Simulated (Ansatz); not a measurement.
CH₃F₃NV, SMILES `C[N]=[V]([F])([F])[F]`. The species carries charge 0 and has multiplicity 1. Correlated methods include outer-core shells of V, which these sets cover unevenly. Scalar relativity is left out up to krypton.

```
atom    x (Å)    y (Å)    z (Å)
  C1   0.6015   0.5778   1.2942
  N2   0.0505   0.0482   0.1075
  V3  -0.5722  -0.5498  -1.2314
  F4  -1.3331  -2.0520  -0.8231
  F5   0.7305  -0.7824  -2.3501
  F6  -1.7217   0.6017  -1.8274
  H7   0.1501   1.5500   1.5167
  H8   0.4116  -0.1007   2.1321
  H9   1.6828   0.7071   1.1814
```

Give the diagnostics of a CCSD(T)/def2-TZVPP run (frozen core, the Gaussian-basis code of Ansatz). (Best estimate.)

The calculation gave: T1 = 0.0263, largest single amplitude 0.066, largest double 0.080, (T) share of the correlation energy 5.5 %, 15 CCSD cycles. The RHF solution is unstable towards an unrestricted one. T1 lies over the customary mark of 0.02 for closed shells; compounds of d metals often pass it without a breakdown.
